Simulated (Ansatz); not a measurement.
Reaction (atomization): `N[Si](F)(F)[SiH3]` → 2 F• + 5 H• + N• + 2 Si•

Calculated with Ansatz (gas phase, PBE0-D4/def2-TZVP geometries, no zero-point term in ΔE). CCSD(T)/CBS adds triple-zeta CCSD(T) − MP2 to the extrapolated MP2 energy (def2 sets, frozen cores). This one scheme is used for every species, atoms too. DFT in def2-TZVPP. No spin–orbit coupling; open shells (•) take unrestricted orbitals. Spin–orbit coupling would lower the free atoms: a little for F, Si. Each species was taken in one conformer, which may not be the lowest.

```tsv
species	ωB97X-V energy (Eh)
`N[Si](F)(F)[SiH3]`	-836.56141
F•	-99.73415
H•	-0.50049
N•	-54.58629
Si•	-289.31746
```

(1) Work out ΔE.

(2) What do rigid-rotor, harmonic-oscillator terms from PBE0-D4/def2-TZVP frequencies (298.15 K, 1 bar) make of the CCSD(T)/CBS value? (Best estimate.)

Largest T1 diagnostic among the species: 0.012.

Answers

(1) ΔE = 5 × (-0.50049) + 2 × (-99.73415) + 2 × (-289.31746) + (-54.58629) − (-836.56141) = 1.36945 Eh = +37.26 eV. CCSD(T)/CBS gives +37.18 eV.

(2) Ansatz gave: ΔZPE = -1.56 eV, ΔH = +36.02 eV, ΔS = 1017 J/(mol·K), ΔG = +32.88 eV. Open shells count their whole term as degenerate.

Leaving LDA and LC-ωPBE aside and taking each functional with its dispersion term where it has one, the values, not all of them listed here, spread over 1.29 eV, from BHLYP-D4 to ωB97X-V. LDA lies +4.90 eV from PBE without D4, its usual overbinding. From r2SCAN to r2SCAN0 (25 % exact exchange), in def2-TZVPP and without D4, ΔE moves by −0.65 eV: exact exchange takes away binding that semilocal exchange gives to molecules. At CCSD(T), def2-SVP lies −3.37 eV from the extrapolated value and def2-TZVPP −1.20 eV: correlation converges slowly with the basis, and small sets miss more of it in the bonded molecule than in its fragments.

For atomizations the MP2-based limit and the directly extrapolated one differ by several kJ/mol either way, and by 10 to 25 for some Ge, Se and Sn compounds, so smaller differences from it don't rank the levels.
